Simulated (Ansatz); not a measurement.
`BS[Si](N)(O)F` + H₂ → `N[SiH](O)F` + `BS`  (hydrogenolysis of the Si–S bond)

Computed with Ansatz on PBE0-D4/def2-TZVP structures; ΔE is electronic, products minus reactants. CCSD(T)/CBS adds triple-zeta CCSD(T) − MP2 to the extrapolated MP2 energy (def2 sets, frozen cores). This one scheme is used for every species. Functionals use def2-TZVPP. B3LYP here is the variant with VWN-RPA as its local correlation; programs differ in this. HSE06 is defined as in plane-wave codes. One conformer a species, not always the lowest.

`BS[Si](N)(O)F`:

Z-matrix (Å, degrees):
```
Si
S 1 2.157
O 1 1.622 2 110.5
N 1 1.680 2 113.6 3 -121.4
F 1 1.590 2 105.1 3 121.6
B 2 1.772 1 101.2 3 -47.8
H 3 0.959 1 117.2 2 33.1
H 4 1.005 1 122.4 2 83.0
H 4 1.005 1 122.6 2 -81.7
H 6 1.197 2 122.0 1 2.2
H 6 1.192 2 117.3 1 -178.6
```

H₂:

Cartesian coordinates in Å:
```
H -0.052 0.366 -0.052
H 0.052 -0.366 0.052
```

`N[SiH](O)F`:

```xyz
8

N    -0.242    0.336    1.112
Si    0.432   -0.194   -0.355
O    -0.738   -0.568   -1.424
F     1.336    1.028   -0.840
H     0.268    0.964    1.711
H    -0.890   -0.233    1.630
H     1.301   -1.384   -0.329
H    -1.468    0.050   -1.504
```

`BS`:

Z-matrix (Å, degrees):
```
B
S 1 1.765
H 1 1.192 2 115.8
H 1 1.190 2 121.4 3 -180.0
H 2 1.344 1 99.2 3 180.0
```

| level | ΔE (kJ/mol) | difference from CCSD(T)/CBS |
| --- | --- | --- |
| LDA (SPW92) | 38.2 | 3.6 |
| PBE-D4 | 40.8 | 6.2 |
| revPBE-D4 | 48.4 | 13.8 |
| BLYP-D4 | 38.2 | 3.6 |
| r2SCAN-D4 | 41.0 | 6.4 |
| PBE0-D4 | 37.8 | 3.2 |
| B3LYP-D4 | 34.5 | -0.1 |
| r2SCANh-D4 | 39.8 | 5.2 |
| r2SCAN0-D4 | 37.9 | 3.3 |
| HSE06-D4 | 37.5 | 2.9 |
| BHLYP-D4 | 30.9 | -3.7 |
| CAM-B3LYP-D4 | 27.7 | -6.9 |
| ωB97X-V | 31.5 | -3.1 |
| ωB97M-V | 34.1 | -0.5 |
| B2PLYP | 24.8 | -9.8 |
| PBE-QIDH | 33.2 | -1.4 |
| PBE | 30.1 | -4.5 |
| revPBE | 25.4 | -9.2 |
| BLYP | 16.2 | -18.4 |
| r2SCAN | 38.2 | 3.6 |
| PBE0 | 28.3 | -6.3 |
| B3LYP | 17.1 | -17.5 |
| r2SCANh | 36.7 | 2.1 |
| r2SCAN0 | 34.5 | -0.1 |
| BHLYP | 15.5 | -19.1 |
| CAM-B3LYP | 17.7 | -16.9 |
| LC-ωPBE | 27.0 | -7.6 |
| MP2/def2-SVP | 25.2 | -9.4 |
| CCSD/def2-SVP | 12.3 | -22.3 |
| CCSD(T)/def2-SVP | 16.6 | -18.0 |
| HF/def2-TZVPP | 4.7 | -29.9 |
| SCS-MP2/def2-TZVPP | 28.5 | -6.1 |
| CCSD/def2-TZVPP | 23.2 | -11.4 |
| CCSD(T)/def2-TZVPP | 29.7 | -4.9 |
| HF/def2-QZVPP | 4.6 | -30.0 |
| MP2/def2-QZVPP | 41.1 | 6.5 |
| SCS-MP2/def2-QZVPP | 31.4 | -3.2 |
| HF/CBS(def2) | 4.6 | -30.0 |
| MP2/CBS(def2) | 43.2 | 8.6 |
| CCSD/CBS(def2) | 28.1 | -6.5 |
| CCSD(T)/CBS | 34.6 | 0 |

Largest T1 diagnostic among the species: 0.015.

In def2-TZVPP, CCSD(T) changes the Hartree–Fock value by +25.0 kJ/mol (the triples alone add +6.5 kJ/mol) and MP2 by +33.6 kJ/mol. Leaving LDA and LC-ωPBE aside and taking each functional with its dispersion term where it has one, the values spread over 23.5 kJ/mol, from B2PLYP to revPBE-D4. LDA lies +8.1 kJ/mol from PBE without D4.
